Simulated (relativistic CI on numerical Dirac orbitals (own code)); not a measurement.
## Level scheme of Tc²²⁺

Method of calculation: Dirac-Coulomb-Breit CI, orbitals from a KLI potential per configuration, model QED, unscaled Slater integrals (own radial code, finite nucleus).

Configuration list (outside the closed core [Ne]): 3s²3p⁶3d³, 3s²3p⁵3d⁴, 3s3p⁶3d⁴, 3s²3p⁶3d²4s, 3s²3p⁶3d²4p, 3s²3p⁶3d²4d, 3s²3p⁶3d²4f, 3s²3p⁵3d³4s, 3s²3p⁵3d³4p, 3s²3p⁶3d4s4p, 3s3p⁶3d³4s, 3s²3p⁶3d²5s, 3p⁶3d⁵, 3p⁵3d⁶, 3s²3p⁶3d4s², 3s²3p⁶4s²4p, 3s²3p⁶4s²4d, 3s²3p⁶4s²4f. Double excitations out of closed p, d and f shells are left out; levels of such configurations are missing from the list, as are those of other unlisted configurations, and high levels can miss mixing partners. These lack a partner that the ground configuration has and come out too high: 3s²3p⁵3d³4s, 3s²3p⁵3d³4p.

The lowest level is 3s²3p⁶3d³ ⁴F3/2, with 89 % of that term; Hund's rules for 3s²3p⁶3d³ give ⁴F with J = 3/2, in agreement.

| No. | Configuration | Term | J | E (eV) | % | Landé g |
| --- | --- | --- | --- | --- | --- | --- |
| 1 | 3s²3p⁶3d³ | ⁴F | 3/2 | 0.000 | 89 | 0.447 |
| 2 | 3s²3p⁶3d³ | ⁴F | 5/2 | 2.395 | 96 | 1.032 |
| 3 | 3s²3p⁶3d³ | ⁴F | 7/2 | 4.585 | 92 | 1.211 |
| 4 | 3s²3p⁶3d³ | ⁴F | 9/2 | 6.335 | 76 | 1.271 |
| 5 | 3s²3p⁶3d³ | ⁴P | 3/2 | 8.178 | 54 | 1.449 |
| 6 | 3s²3p⁶3d³ | ⁴P | 1/2 | 9.096 | 78 | 2.233 |
| 7 | 3s²3p⁶3d³ | ²G | 7/2 | 11.216 | 90 | 0.917 |
| 8 | 3s²3p⁶3d³ | ²H | 9/2 | 11.687 | 54 | 1.040 |
| 9 | 3s²3p⁶3d³ | ⁴P | 5/2 | 12.327 | 92 | 1.566 |
| 10 | 3s²3p⁶3d³ | ²D | 3/2 | 13.940 | 50 | 1.163 |
| 11 | 3s²3p⁶3d³ | ²P | 1/2 | 14.946 | 78 | 1.098 |
| 12 | 3s²3p⁶3d³ | ²H | 11/2 | 15.973 | 100 | 1.088 |
| 13 | 3s²3p⁶3d³ | ²D | 5/2 | 17.159 | 91 | 1.210 |
| 14 | 3s²3p⁶3d³ | ²G | 9/2 | 17.455 | 52 | 1.035 |
| 15 | 3s²3p⁶3d³ | ²P | 3/2 | 19.863 | 60 | 1.193 |
| 16 | 3s²3p⁶3d³ | ²F | 7/2 | 21.739 | 97 | 1.134 |
| 17 | 3s²3p⁶3d³ | ²F | 5/2 | 21.886 | 91 | 0.888 |
| 18 | 3s²3p⁶3d³ | ²D | 5/2 | 32.864 | 90 | 1.177 |
| 19 | 3s²3p⁶3d³ | ²D | 3/2 | 32.924 | 99 | 0.800 |
| 20 | 3p⁵3d⁴(5D) | ⁶D° | 5/2 | 127.227 | 71 | 1.626 |
| 21 | 3p⁵3d⁴(5D) | ⁶D° | 7/2 | 127.418 | 76 | 1.555 |
| 22 | 3p⁵3d⁴(5D) | ⁶D° | 3/2 | 127.740 | 66 | 1.830 |
| 23 | 3p⁵3d⁴(5D) | ⁶D° | 9/2 | 128.308 | 78 | 1.519 |
| 24 | 3p⁵3d⁴(5D) | ⁶D° | 1/2 | 129.811 | 77 | 2.998 |
| 25 | 3p⁵3d⁴(5D) | ⁶F° | 11/2 | 134.786 | 88 | 1.429 |
| 26 | 3p⁵3d⁴(5D) | ⁶P° | 3/2 | 136.828 | 47 | 1.727 |
| 27 | 3p⁵3d⁴(5D) | ⁶F° | 9/2 | 137.696 | 61 | 1.405 |
| 28 | 3p⁵3d⁴(5D) | ⁴F° | 3/2 | 137.703 | 21 | 1.335 |
| 29 | 3p⁵3d⁴(5D) | ⁶F° | 5/2 | 137.859 | 28 | 1.411 |
| 30 | 3p⁵3d⁴(5D) | ⁶F° | 7/2 | 138.243 | 31 | 1.414 |

Energies count from the lowest computed level; ° marks odd parity. Percentages are summed over parent terms; the parents shown are those of the largest component, closed shells are left out there.

The mean weight of the leading LS term, summed over parents, in these 30 levels is 72 %, and that of the leading jj configuration (from the same eigenvectors) 63 %.

At this charge energies of transitions that change n are usually good to better than 1 %, and those within a shell (Δn = 0) to a few per cent. Terms inside the open d or f shell come out 10 to 20 % too wide with unscaled integrals.

LS names give the leading component of a level, which can be under half, so a name can repeat, a term be missing and a line seem to break the LS rules.
